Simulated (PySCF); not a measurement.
**How methods differ on the ionisation energy of V(2+)**

V(2+) [Ar] 3d3 (4F) → V(3+) [Ar] 3d2 (3F), as a difference of total energies. All numbers are calculated (PySCF 2.14, no relativity, point nucleus, in aug-cc-pwCVTZ (10s9p7d4f3g, 127 functions)). Correlated levels: valence: [Ar] frozen. The calculations carry no spin-orbit coupling.

```tsv
method	ionisation energy (eV)	plus first-order spin-orbit estimate	difference from reference of that sum (eV)
UHF	28.342	28.333	-0.978
MP2 (valence)	28.751	28.742	-0.569
SCS-MP2 (valence)	28.478	28.469	-0.842
CCSD (valence)	28.814	28.805	-0.506
CCSD(T) (valence)	28.817	28.809	-0.502
```

Reference: 29.311 eV (measured; NIST Atomic Spectra Database, ionization energies).

A first-order spin-orbit estimate (lowest level to lowest level, LS coupling) adds -0.009 eV.

These non-relativistic numbers lack the scalar-relativistic shift.

Errors of the correlated levels include the incompleteness of this basis and the frozen core.
